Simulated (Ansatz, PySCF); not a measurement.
H4HfO3S, SMILES [OH][Hf]([OH])([OH])[SH], multiplicity 1. Atoms are numbered in the order given.

```xyz
9

Hf     0.3631     0.2424     0.1644
O      1.4077    -0.4104    -1.3219
H      1.9381    -0.6892    -2.0678
O      1.1378    -0.3995     1.8119
H      1.5346    -0.6711     2.6392
O      0.1474     2.1573     0.1386
H      0.1965     3.1136     0.1388
S     -1.9578    -0.6430    -0.0317
H     -1.5526    -1.9367     0.0122
```
Charge 0, spin multiplicity 1.

Coordinates come from a B3LYP-D3(BJ)/def2-SVP optimisation. The multiplicity is an assumed one; no other spin state was optimised. The structure was generated by enumeration; whether it is a known compound was not checked. The def2 effective core potentials stand for the cores of Hf; spin–orbit coupling is left out. The values are those of a single conformer.

Two levels are set side by side: PBE-D3(BJ)/def2-SVP (Ansatz, an electronic-structure program) and B3LYP-D3(BJ)/def2-SVP (Ansatz). Each level has its own optimised geometry; the coordinates shown are those of the second. Frequencies come from the Hessian of PySCF at each geometry. Differences are taken from unrounded values.

```json
[
 {"quantity": "mean bond length (Å)", "B3LYP-D3(BJ)": "1.563", "PBE-D3(BJ)": "1.567", "PBE-D3(BJ) minus B3LYP-D3(BJ)": "0.004"},
 {"quantity": "bond Hf1–O2 (Å)", "B3LYP-D3(BJ)": "1.930", "PBE-D3(BJ)": "1.932", "PBE-D3(BJ) minus B3LYP-D3(BJ)": "0.002"},
 {"quantity": "bond Hf1–O4 (Å)", "B3LYP-D3(BJ)": "1.930", "PBE-D3(BJ)": "1.932", "PBE-D3(BJ) minus B3LYP-D3(BJ)": "0.002"},
 {"quantity": "bond Hf1–O6 (Å)", "B3LYP-D3(BJ)": "1.927", "PBE-D3(BJ)": "1.930", "PBE-D3(BJ) minus B3LYP-D3(BJ)": "0.002"},
 {"quantity": "bond Hf1–S8 (Å)", "B3LYP-D3(BJ)": "2.492", "PBE-D3(BJ)": "2.487", "PBE-D3(BJ) minus B3LYP-D3(BJ)": "-0.004"},
 {"quantity": "bond O2–H3 (Å)", "B3LYP-D3(BJ)": "0.957", "PBE-D3(BJ)": "0.964", "PBE-D3(BJ) minus B3LYP-D3(BJ)": "0.007"},
 {"quantity": "bond O4–H5 (Å)", "B3LYP-D3(BJ)": "0.957", "PBE-D3(BJ)": "0.964", "PBE-D3(BJ) minus B3LYP-D3(BJ)": "0.007"},
 {"quantity": "bond O6–H7 (Å)", "B3LYP-D3(BJ)": "0.958", "PBE-D3(BJ)": "0.965", "PBE-D3(BJ) minus B3LYP-D3(BJ)": "0.007"},
 {"quantity": "bond S8–H9 (Å)", "B3LYP-D3(BJ)": "1.356", "PBE-D3(BJ)": "1.365", "PBE-D3(BJ) minus B3LYP-D3(BJ)": "0.009"},
 {"quantity": "highest harmonic wavenumber (cm⁻¹)", "B3LYP-D3(BJ)": "3995", "PBE-D3(BJ)": "3901", "PBE-D3(BJ) minus B3LYP-D3(BJ)": "-94"},
 {"quantity": "mean harmonic wavenumber (cm⁻¹)", "B3LYP-D3(BJ)": "959", "PBE-D3(BJ)": "926", "PBE-D3(BJ) minus B3LYP-D3(BJ)": "-33"},
 {"quantity": "zero-point energy (kcal/mol)", "B3LYP-D3(BJ)": "28.80", "PBE-D3(BJ)": "27.81", "PBE-D3(BJ) minus B3LYP-D3(BJ)": "-0.99"}
]
```
